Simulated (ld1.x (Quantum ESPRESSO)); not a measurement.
**Hg (Z = 80), TM: configuration errors across variants**

Hg, norm-conserving Troullier–Martins (Kleinman–Bylander form), made with ld1.x (Quantum ESPRESSO) 7.5 (PBE, scalar-relativistic). Core [Kr] 4d10 4f14 5s2, reference 5p6 5d10 6s2 6p0. Waves: 6s (bound): rc 1.75 bohr; 5d (bound): rc 1.70 bohr; 5p (bound): rc 1.40 bohr. Local part: the p channel. Core correction: Bessel-smoothed model core, default radius (core density twice the valence density).

All-electron excitation energies from the reference (eV): (1) 5p6 5d10 6s1 6p0 10.688; (2) 5p6 5d10 6s0 6p0 29.663; (3) 5p6 5d9 6s0 6p0 65.189; (4) 5p6 5d9 6s2 6p0 15.515; (5) 5p6 5d8 6s0 6p0 114.945; (6) 5p5 5d10 6s2 6p0 73.273; (7) 5p6 5d10 6s1.5 6p0 4.356.

The default core radius of the base comes out at 0.75 bohr.

Tests that are not counted but printed errors over 1 eV. “wave 5p (bound): rc 1.40 bohr becomes 5p (bound): rc 1.06 bohr”: 5p5 5d10 6s2 6p0 (solver errors, printed error -18.1 eV).

3 further variants failed, have other tests or another functional or relativity, and are left out.

A true bound ghost makes a file unfit for plane-wave use even where its test errors are small: the radial tests pick states by their node count and pass the ghost by. Where a test does run into it, the solver fails or the error is huge.

Errors AE − PS in meV (a dash: test not solved or not reliable):

| change | (1) | (2) | (3) | (4) | (5) | (6) | (7) | bound ghosts |
| --- | --- | --- | --- | --- | --- | --- | --- | --- |
| base | -9.7 | -36 | -19 | -35 | -9.8 | -242 | -2.9 | s |
| wave 5p (bound): rc 1.40 bohr becomes 5p (bound): rc 1.06 bohr | +33 | -36 | -18 | +689 | -6.6 | – | +6.8 | s |
| core correction Bessel-smoothed model core inside 1.50 bohr | -9.7 | -36 | -19 | -35 | -12 | -232 | -2.8 | s |
| wave 5d (bound): rc 1.70 bohr becomes 5d (bound): rc 2.58 bohr | -8.8 | -35 | -46 | -17 | +5.2 | -376 | -2.6 | s |
| local potential all-electron potential smoothed inside 1.05 bohr (lloc = -1) | -13 | -36 | -15 | -82 | +9.7 | -290 | -3.9 | s |

Task: Give the same row for: all radii but the core radius scaled by about 1.14 (s 1.98, p 1.60, d 1.94 bohr).

Result: -11, -48, -19, -16, +9.3, -244, -3.1; bound ghosts: s.
